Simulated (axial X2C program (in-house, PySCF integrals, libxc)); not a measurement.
## What spin–orbit coupling does to RbCa

Computed with an in-house all-electron X2C program for linear molecules (integrals from PySCF). Spin-free means the one-electron spin-free X2C Hamiltonian; two-component (2c) means X2C with spin–orbit coupling and atomic mean-field two-electron Coulomb and Gaunt terms, so the difference of the two also holds small scalar two-electron terms. Basis: Rb dyall-cv3z [12s13p8d4f1g], Ca dyall-cv3z [11s12p6d4f] (cores contracted in-house); Gaussian nuclei, density fitting, unrestricted open shells. Masses: Rb 84.912 u, Ca 39.963 u.

Spin-free state: M_S = 1/2, Λ = 0 (beyond evenly filled blocks: σα); fragments Rb + Ca.

```csv
level,Re (Å),ωe (cm⁻¹),De (eV),μ (D)
PBE0,4.421,60.9,0.212,-2.72
MP2,4.495,48.0,0.019,n/a
CCSD(T),4.479,51.9,0.126,n/a
LDA,4.233,67.6,0.292,-1.69
```

Correlated methods: 11 electrons correlated (number of frozen shells: Rb 3 s, 2 p, 1 d; Ca 3 s, 2 p), 315 virtual spin orbitals or spinors in MP2, 90 natural virtuals in coupled cluster.

Dipoles are positive if Ca is the positive end.

Two-component determinant lowest at the distance of the search:

Ω = 1/2 (⟨Sz⟩ = 0.50, ⟨Lz⟩ = 0.00 at HF); fragments Rb + Ca.

```tsv
level	Re (Å)	ωe (cm⁻¹)	De (eV)	μ (D)
PBE0	4.421	60.9	0.212	-2.72
MP2	4.497	48.1	0.019	n/a
CCSD(T)	4.486	51.7	0.126	n/a
LDA	4.232	67.6	0.292	-1.69
```

(1) From the two tables, how do the constants change at the CCSD(T) level (2c against spin-free)?

The state is one determinant whose occupation by symmetry is held fixed; it was picked as the lowest of a PBE0 search that is not exhaustive. De is counted from the lowest determinant-based energies of the atoms at the same level, without counterpoise correction. Density functionals use the spin component along the axis (collinear). Coupled cluster ran in a truncated set of natural virtual spinors; the MP2 energy of the rest was added. (T) has no such correction and the atoms are truncated less, which lowers De at CCSD(T) by a hundredth of an eV or more. The outer-core s and p shells of the metal are frozen in the correlated rows, which leaves out core–valence correlation; for alkali and alkaline-earth bonds that tends to lengthen them. The determinant is spin-polarised beyond a pure state at some levels (its spin-free form has ⟨S²⟩ too high), which makes Re and μ there less reliable. The T1 diagnostic is large, a sign of multireference character. With the outer-core shells frozen, correlated bond lengths of heavy atoms tend to come out a few hundredths of an ångström too long.

## Answers

(1) At the CCSD(T) level Re increases by 0.007 Å and ωe is unchanged to within 0.2 cm⁻¹; De changes by 0.000 eV.
